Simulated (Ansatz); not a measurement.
Frontier orbitals of C₂H₄F₂Si₂, SMILES `F[SiH](F)C#C[SiH3]`.

Total charge 0; spin multiplicity 1. The geometry is a stationary point of PBE0-D4/def2-TZVP. Basis def2-TZVPP, Ansatz 0.2.0.

```json
{"functional": "B3LYP", "HOMO (eV)": "-8.52", "LUMO (eV)": "-1.43"}
```

Q: Give HOMO and LUMO (eV) with LDA (SPW92), PBE, revPBE, BLYP, r2SCAN, B97M-V, PBE0, r2SCANh, r2SCAN0, HSE06 (plane-wave form), BHLYP, CAM-B3LYP, LC-ωPBE, ωB97X-V, ωB97M-V, HF. (An estimate is asked.)

A: Ansatz gave: 
```
             functional    HOMO   LUMO
            LDA (SPW92)   -7.72  -2.39
                    PBE   -7.56  -2.15
                 revPBE   -7.50  -2.05
                   BLYP   -7.38  -1.97
                 r2SCAN   -7.83  -1.96
                 B97M-V   -7.86  -2.01
                   PBE0   -8.77  -1.26
                r2SCANh   -8.27  -1.64
                r2SCAN0   -8.95  -1.15
HSE06 (plane-wave form)   -8.37  -1.64
                  BHLYP   -9.81  -0.22
              CAM-B3LYP  -10.09  -0.12
                LC-ωPBE  -11.52   1.00
                ωB97X-V  -11.11   0.92
                ωB97M-V  -10.98   0.77
                     HF  -11.43   2.30
```

B3LYP here is the variant with VWN-RPA as its local correlation; programs differ in this. LC-ωPBE has ω = 0.4 bohr⁻¹. Positive LUMOs are unbound and depend on the basis.
